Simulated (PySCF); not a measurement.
**First-order multiplets**

Geometry:
| atom | x (Å) | y (Å) | z (Å) |
| --- | --- | --- | --- |
| C1 | 1.708 | -1.413 | -0.341 |
| O2 | 0.917 | -0.716 | 0.585 |
| C3 | 0.476 | 0.551 | 0.213 |
| C4 | 0.147 | 1.326 | 1.472 |
| C5 | -0.691 | 0.483 | -0.784 |
| F6 | -0.226 | 0.107 | -1.998 |
| F7 | -1.234 | 1.710 | -0.925 |
| C8 | -1.839 | -0.492 | -0.449 |
| F9 | -1.430 | -1.751 | -0.529 |
| F10 | -2.306 | -0.273 | 0.778 |
| F11 | -2.836 | -0.322 | -1.309 |
| H12 | 2.128 | -2.280 | 0.186 |
| H13 | 2.541 | -0.785 | -0.709 |
| H14 | 1.131 | -1.773 | -1.208 |
| H15 | 1.262 | 1.091 | -0.357 |
| H16 | -0.597 | 0.790 | 2.075 |
| H17 | 1.064 | 1.427 | 2.067 |
| H18 | -0.236 | 2.326 | 1.232 |

Level of theory: PBE0-D3(BJ)/def2-SVP geometry, J couplings at B3LYP/pcJ-1 (spin–dipole term only in couplings to heteroatoms), PBE0/pcSseg-1 with gauge-including orbitals, in PySCF (fast rotation and ring inversion assumed for equivalent nuclei, in vacuum, non-relativistic, single conformer).

Referencing at the same level of theory: ¹³C (184.41 ppm) and ¹H (31.27 ppm) vs TMS.

Spectrometer: 600 MHz for ¹H. First-order analysis; couplings under 1 Hz (under 4 Hz in carbon signals) are ignored, and nearly equal couplings are merged; the smaller ones broaden or split the lines further.

(1) What pattern does C4 show in the proton-coupled ¹³C spectrum?

(2) What pattern does H15 show (¹H)?

(3) What pattern does H12/H13/H14 show (¹H)?

(4) What pattern does H16/H17/H18 show (¹H)?

Results:

(1) A quartet of doublets at δ 17.5: 136.7 Hz to H16/H17/H18 (3 × ¹H, 1 bond away), 8.1 Hz to F6 (1 × ¹⁹F, 3 bonds away). Lines in Hz from the centre (relative intensity): +209.1 (1), +201.0 (1), +72.4 (3), +64.3 (3), -64.3 (3), -72.4 (3), -201.0 (1), -209.1 (1). The outer lines are 418.2 Hz apart, the sum of the couplings kept, or 2.772 ppm at this field.

(2) A doublet of quartets of quartets at δ 3.32: 17.8 Hz to F6 (1 × ¹⁹F, 3 bonds away), 8.0 Hz to H16/H17/H18 (3 × ¹H, 3 bonds away), 2.7 Hz to F9/F10/F11 (3 × ¹⁹F, 4 bonds away).

(3) A doublet of doublets at δ 3.46: 4.0 Hz to F6 (1 × ¹⁹F, 5 bonds away), 1.2 Hz to F7 (1 × ¹⁹F, 5 bonds away). Lines in Hz from the centre (relative intensity): +2.6 (1), +1.4 (1), -1.4 (1), -2.6 (1). The outer lines are 5.2 Hz apart, the sum of the couplings kept, or 0.009 ppm at this field.

(4) A doublet of doublets of quartets at δ 1.41: 8.0 Hz to H15 (1 × ¹H, 3 bonds away), 4.4 Hz to F7 (1 × ¹⁹F, 4 bonds away), 1.3 Hz to F9/F10/F11 (3 × ¹⁹F, 5 bonds away). Lines in Hz from the centre (relative intensity): +8.2 (1), +6.8 (3), +5.5 (3), +4.2 (1), +3.8 (1), +2.5 (3), +1.1 (3), +0.1 (1), -0.1 (1), -1.1 (3), -2.5 (3), -3.8 (1), -4.2 (1), -5.5 (3), -6.8 (3), -8.2 (1). The outer lines are 16.3 Hz apart, the sum of the couplings kept, or 0.027 ppm at this field.

Unscaled 3J(H,H) at this level run about 10 % above measured values. Vicinal couplings across rotatable single bonds and in flexible rings belong to the one computed conformer; a conformer average would change them.
